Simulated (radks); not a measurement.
Removal energies from the titanium ion Ti3+, [Ar] 3d1, by Delta-SCF beside the eigenvalue of the level emptied. Calculated with a radial shooting solver on a logarithmic mesh with Libxc functionals: scalar-relativistic Kohn-Sham, BLYP, spin-polarised, spherical densities, finite nucleus; Fermi nuclear charge, rms radius of each element as measured or else 0.836 A^(1/3) + 0.57 fm. Open shells are filled with parallel spins first.

| removed from | final configuration | Delta-SCF (eV) | -eigenvalue (eV) |
|---|---|---|---|
| 3d | [Ar] | 43.520 | 35.134 |
| 3p | [Ne] 3s2 3p5 3d1 | 79.252 | 70.175 |
| 3s | [Ne] 3s1 3p6 3d1 | 103.64 | 94.210 |
| 2p | [He] 2s2 2p5 3s2 3p6 3d1 | 505.49 | 478.27 |
